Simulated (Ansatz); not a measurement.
The same molecule with X = Cr, Mo, W. Ansatz, PBE0-D4/def2-TZVP geometries, multiplicity 1.

Elements past krypton have def2 core potentials. Scalar relativity is left out up to krypton.

```csv
X,molecule,mean X–Cl bond length / Å,mean X–O bond length / Å,HOMO energy (PBE/def2-TZVPP) / eV,zero-point energy (PBE0-D4/def2-TZVP) / kJ/mol,size of the dipole moment (PBE/def2-TZVPP) / D
Mo,`[O]=[Mo](=[O])([Cl])[Cl]`,2.242,1.663,-8.32,24.9,1.18
W,`[O]=[W](=[O])([Cl])[Cl]`,2.254,1.692,-8.08,24.2,1.82
```

Problem. Give the row for X = Cr, `[O]=[Cr](=[O])([Cl])[Cl]`. (An estimate is asked.)

Solution. Computed: 
```tsv
X	molecule	mean X–Cl bond length / Å	mean X–O bond length / Å	HOMO energy (PBE/def2-TZVPP) / eV	zero-point energy (PBE0-D4/def2-TZVP) / kJ/mol	size of the dipole moment (PBE/def2-TZVPP) / D
Cr	`[O]=[Cr](=[O])([Cl])[Cl]`	2.104	1.536	-8.33	27.3	0.74
```

From Cr to W the mean X–Cl bond length rises at each step, by 0.150 Å in all; the mean X–O bond length rises at each step, by 0.156 Å in all; the HOMO energy (PBE/def2-TZVPP) rises at each step, by 0.25 eV in all; the zero-point energy (PBE0-D4/def2-TZVP) falls at each step, by 3.1 kJ/mol in all. Dipoles are sizes alone, and their direction can turn along the series.
